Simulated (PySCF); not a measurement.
C₂H₈BNO, SMILES COB(C)N.

Geometry optimised at PBE-D3(BJ)/def2-SVP. One conformer was computed; it need not be the lowest.

Vertical ionisation energy (IE) and electron affinity (EA) in eV. Rows of orbital energies are one-electron estimates. Where ΔSCF, EOM or ADC give a negative EA the extra electron is unbound and the value depends on the basis.

| level | IE | EA |
|---|---|---|
| −ε(HOMO), −ε(LUMO), ωB97X/def2-TZVP (PySCF) | 10.11 | -2.71 |
| −ε(HOMO), −ε(LUMO), PBE/def2-TZVP (PySCF) | 6.17 | 0.00 |
